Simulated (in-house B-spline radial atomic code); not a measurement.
Configurations of Gd5+, with energies counted from [Kr] 4d10 4f6 5s2 5p5. Method: scalar-relativistic (X2C) HSE06, spin-polarised, spherical fractional occupations, exact exchange averaged over the configuration, Fermi nucleus of rms radius 5.1569 fm. Calculated with a radial B-spline atomic code at the basis-set limit. Shells without spins written out take the highest spin.

Occupations are held fixed; configurations that lie above the ionisation limit could autoionise.

```csv
configuration,E - E(ref) (eV),highest orbital,its <r> (bohr)
[Kr] 4d10 4f7 5s2 5p4,9.1079,4f up,0.8062
[Kr] 4d10 4f6 5s2 5p4 6s1,38.194,6s up,2.62
[Kr] 4d10 4f5 5s2 5p5 6p1,41.904,6p up,2.937
[Kr] 4d10 4f6 5s2 5p4 6p1,45.903,6p up,2.96
[Kr] 4d9 4f7 5s2 5p5,134.03,4f up,0.7692
```

**Question.** Order these further configurations by energy, lowest first.
A. [Kr] 4d10 4f5 5s2 5p5 6d1
B. [Kr] 4d9 4f6 5s2 5p6
C. [Kr] 4d9 4f6 5s2 5p5 5d1
D. [Xe] 4f5
E. [Kr] 4d9 4f6 5s2 5p5 6d1

**Answer.** D (-6.837 eV), A (52.357 eV), B (129.17 eV), C (159.24 eV), E (188.24 eV).

**Question.** Is the reference the lowest configuration at this level of theory?

**Answer.** No: [Xe] 4f5 lies 6.837 eV lower with this functional.
